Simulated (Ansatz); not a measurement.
Basis-set series for C₄H₉FOSi, SMILES `CC(C)(C)O[Si]F`. Charge 0, multiplicity 1. All single points use the PBE0-D4/def2-TZVP geometry. It is one conformer, not always the lowest.

```json
{"functional": "PBE0-D4", "basis": "def2-TZVPP", "functions": "354", "energy (Eh)": "-622.15613", "HOMO (eV)": "-7.37", "LUMO (eV)": "-1.30"}
{"functional": "PBE0-D4", "basis": "def2-QZVPP", "functions": "682", "energy (Eh)": "-622.18495", "HOMO (eV)": "-7.40", "LUMO (eV)": "-1.36"}
{"functional": "ωB97M-V", "basis": "def2-TZVPP", "functions": "354", "energy (Eh)": "-622.49618", "HOMO (eV)": "-9.55", "LUMO (eV)": "0.69"}
{"functional": "ωB97M-V", "basis": "def2-QZVPP", "functions": "682", "energy (Eh)": "-622.52361", "HOMO (eV)": "-9.58", "LUMO (eV)": "0.53"}
```

**Question.** Give the rows for def2-SVP. (Estimate.)

**Answer.** The calculation gave: 
| functional | basis | functions | energy (Eh) | HOMO (eV) | LUMO (eV) |
| --- | --- | --- | --- | --- | --- |
| PBE0-D4 | def2-SVP | 147 | -621.66119 | -7.27 | -1.15 |
| ωB97M-V | def2-SVP | 147 | -621.98577 | -9.42 | 0.98 |

Positive LUMOs are unbound and depend on the basis.

All numbers were calculated with Ansatz.
